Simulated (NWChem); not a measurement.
System: ZnICl; SMILES [Cl][Zn][I]

Parts of the log:

```
             Northwest Computational Chemistry Package (NWChem) 7.3.0
             --------------------------------------------------------

 CS  symmetry detected

                             Geometry "geometry" -> ""
                             -------------------------

 Output coordinates in angstroms (scale by  1.889725989 to convert to a.u.)

  No.       Tag          Charge          X              Y              Z
 ---- ---------------- ---------- -------------- -------------- --------------
    1 Zn                  30.0000     0.00000000     0.92284685     0.00000000
    2 Cl                  17.0000     0.00000000     3.02639991     0.00000000
    3 I                   53.0000     0.00000000    -1.49309819     0.00000000

 Effective nuclear repulsion energy (a.u.)     582.0594735368

      Symmetry information
      --------------------

 Group name             Cs
 Group number              2
 Group order               2
 No. of unique centers     3

                                 NWChem DFT Module
                                 -----------------

 Summary of "ao basis" -> "ao basis" (spherical)
 ------------------------------------------------------------------------------
       Tag                 Description            Shells   Functions and Types
 ---------------- ------------------------------  ------  ---------------------
 Zn                         def2-svp                11       31   5s3p2d1f
 Cl                         def2-svp                 8       18   4s3p1d
 I                          def2-svp                10       26   4s4p2d

      Symmetry analysis of basis
      --------------------------

        a'         52
        a"         23

            General Information
            -------------------
          SCF calculation type: DFT
          Wavefunction type:  closed shell.
          No. of atoms     :     3
          No. of electrons :    72
           Alpha electrons :    36
            Beta electrons :    36
          Charge           :     0
          Spin multiplicity:     1
          Use of symmetry is: on ; symmetry adaption is: on
          Maximum number of iterations: 150
          AO basis - number of functions:    75
                     number of shells:    29
          Convergence on energy requested:  1.00D-06
          Convergence on density requested:  1.00D-05
          Convergence on gradient requested:  5.00D-04

              XC Information
              --------------
                         B3LYP Method XC Potential
                     Hartree-Fock (Exact) Exchange  0.200
                        Slater Exchange Functional  0.800 local
                    Becke 1988 Exchange Functional  0.720 non-local
              Lee-Yang-Parr Correlation Functional  0.810
                  VWN I RPA Correlation Functional  0.190 local

             Grid Information
             ----------------
          Grid used for XC integration:  medium
          Radial quadrature: Mura-Knowles
          Angular quadrature: Lebedev.
          Tag              B.-S. Rad. Rad. Pts. Rad. Cut. Ang. Pts.
          ---              ---------- --------- --------- ---------
          Zn                  1.35      112           9.0       590
          Cl                  1.00       88          12.0       590
          I                   1.40      123          11.0       590
          Grid pruning is: on
          Number of quadrature shells:   323
          Spatial weights used:  Erf1

      Superposition of Atomic Density Guess
      -------------------------------------

 Sum of atomic energies:       -2584.01211900

      Non-variational initial energy
      ------------------------------

 Total energy =   -2533.934205
 1-e energy   =   -4320.312095
 2-e energy   =    1444.041775
 HOMO         =      -0.357332
 LUMO         =      -0.038509

      Symmetry analysis of molecular orbitals - initial
      -------------------------------------------------

 !! scf_movecs_sym_adapt:    2 vectors were symmetry contaminated

  Symmetry fudging
  Numbering of irreducible representations:

     1 a'          2 a"

  Orbital symmetries:

     1 a'          2 a'          3 a'          4 a'          5 a"
     6 a'          7 a'          8 a'          9 a'         10 a"
    11 a'         12 a'         13 a'         14 a"         15 a'
    16 a'         17 a'         18 a"         19 a'         20 a'
    21 a"         22 a"         23 a'         24 a'         25 a'
    26 a'         27 a"         28 a'         29 a"         30 a'
    31 a'         32 a'         33 a"         34 a'         35 a"
    36 a'         37 a'         38 a'         39 a"         40 a'
    41 a'         42 a'         43 a"         44 a'         45 a'
    46 a"

     ---------------------------------------------
      Total Density - Mulliken Population Analysis
     ---------------------------------------------

    Atom       Charge   Shell Charges
 -----------   ------   -------------------------------------------------------
    1 Zn  30    28.97   2.00  2.00  2.00  0.61  0.09  6.00  5.99  0.30  8.04  1.94  0.00
    2 Cl  17    17.59   2.00  1.99  1.23  0.72  5.94  2.20  3.50  0.01
    3 I   25    25.44   1.83  0.22  1.23  0.67  2.92  3.13  2.65  2.78  9.82  0.19

   convergence    iter        energy       DeltaE   RMS-Dens  Diis-err
 ---------------- ----- ----------------- --------- --------- ---------
 d= 0,ls=0.0,diis     1  -2537.1077570227 -2.88D+03  1.96D-02  3.06D-01

 !! scf_movecs_sym_adapt:   10 vectors were symmetry contaminated

  Symmetry fudging
 d= 0,ls=0.0,diis     2  -2537.1076855471  7.15D-05  1.01D-02  2.81D-01
 d= 0,ls=0.0,diis     3  -2537.1554830863 -4.78D-02  1.65D-03  2.64D-02
 d= 0,ls=0.0,diis     4  -2537.1579024478 -2.42D-03  4.11D-04  5.59D-03
 d= 0,ls=0.0,diis     5  -2537.1582733130 -3.71D-04  1.03D-04  7.02D-05
  Resetting Diis
 d= 0,ls=0.0,diis     6  -2537.1582785679 -5.25D-06  2.90D-05  3.74D-06
 d= 0,ls=0.0,diis     7  -2537.1582790763 -5.08D-07  1.82D-05  2.83D-07
 d= 0,ls=0.0,diis     8  -2537.1582790585  1.77D-08  9.60D-06  4.27D-07

         Total DFT energy =    -2537.158279058526
      One electron energy =    -4317.930047179593
           Coulomb energy =     1560.299733450796
    Exchange-Corr. energy =     -121.864081176189
 Nuclear repulsion energy =      342.336115846460

 Numeric. integr. density =       72.000001322629

                  Occupations of the irreducible representations
                  ----------------------------------------------

                     irrep           alpha         beta
                     --------     --------     --------
                     a'               26.0         26.0
                     a"               10.0         10.0

                       DFT Final Molecular Orbital Analysis
                       ------------------------------------

 Vector   34  Occ=2.000000D+00  E=-3.137814D-01  Symmetry=a'
              MO Center=  3.3D-08,  2.7D+00, -3.0D-16, r^2= 2.0D+00
   Bfn.  Coefficient  Atom+Function         Bfn.  Coefficient  Atom+Function
  ----- ------------  ---------------      ----- ------------  ---------------
    42      0.623381  2 Cl px                39      0.451489  2 Cl px
    36      0.264789  2 Cl px                12      0.146685  1 Zn px
    60      0.115592  3 I  px                63      0.095534  3 I  px
    15     -0.089973  1 Zn d -2               9     -0.055803  1 Zn px
    57     -0.047126  3 I  px                54     -0.038260  3 I  px

 Vector   35  Occ=2.000000D+00  E=-2.795896D-01  Symmetry=a'
              MO Center= -5.5D-08, -1.2D+00, -9.1D-16, r^2= 2.9D+00
   Bfn.  Coefficient  Atom+Function         Bfn.  Coefficient  Atom+Function
  ----- ------------  ---------------      ----- ------------  ---------------
    60      0.581535  3 I  px                63      0.536780  3 I  px
    57     -0.238150  3 I  px                54     -0.192727  3 I  px
    42     -0.153507  2 Cl px                39     -0.105769  2 Cl px
    15      0.099027  1 Zn d -2              12      0.076239  1 Zn px
    36     -0.061975  2 Cl px                 9     -0.031083  1 Zn px

 Vector   36  Occ=2.000000D+00  E=-2.795896D-01  Symmetry=a"
              MO Center=  4.1D-08, -1.2D+00,  1.1D-13, r^2= 2.9D+00
   Bfn.  Coefficient  Atom+Function         Bfn.  Coefficient  Atom+Function
  ----- ------------  ---------------      ----- ------------  ---------------
    62      0.581535  3 I  pz                65      0.536780  3 I  pz
    59     -0.238150  3 I  pz                56     -0.192727  3 I  pz
    44     -0.153507  2 Cl pz                41     -0.105769  2 Cl pz
    16      0.099027  1 Zn d -1              14      0.076239  1 Zn pz
    38     -0.061975  2 Cl pz                11     -0.031083  1 Zn pz

 Vector   37  Occ=0.000000D+00  E=-7.035507D-02  Symmetry=a'
              MO Center= -1.7D-07,  5.7D-01,  3.3D-15, r^2= 5.3D+00
   Bfn.  Coefficient  Atom+Function         Bfn.  Coefficient  Atom+Function
  ----- ------------  ---------------      ----- ------------  ---------------
     4      0.724640  1 Zn s                  5      0.627369  1 Zn s
    64     -0.510008  3 I  py                43      0.370769  2 Cl py
    61     -0.316700  3 I  py                 3     -0.301269  1 Zn s
    35     -0.254518  2 Cl s                 52     -0.252260  3 I  s
    53     -0.252321  3 I  s                 40      0.206238  2 Cl py

[...]
```

Level: B3LYP/def2-SVP with def2 effective core potentials on I. Geometry: optimised at PBE0/def2-SVP. def2 effective core potentials on I; no spin-orbit coupling.

**Question.** Which NWChem input produces such a log?

**Answer.** Several could match; the one computed here: the input that was run:
```
start job
memory heap 200 mb stack 900 mb global 1100 mb
geometry units angstroms noautoz
  Zn     0.001999     0.929735     0.000000
  Cl    -0.003406     3.033286     0.000000
  I      0.000177    -1.486211     0.000000
end
basis spherical
  Zn library def2-svp
  Cl library def2-svp
  I library def2-svp
end
ecp
  I library def2-ecp
end
dft
  xc b3lyp
  iterations 150
  mulliken
end
task dft energy
```
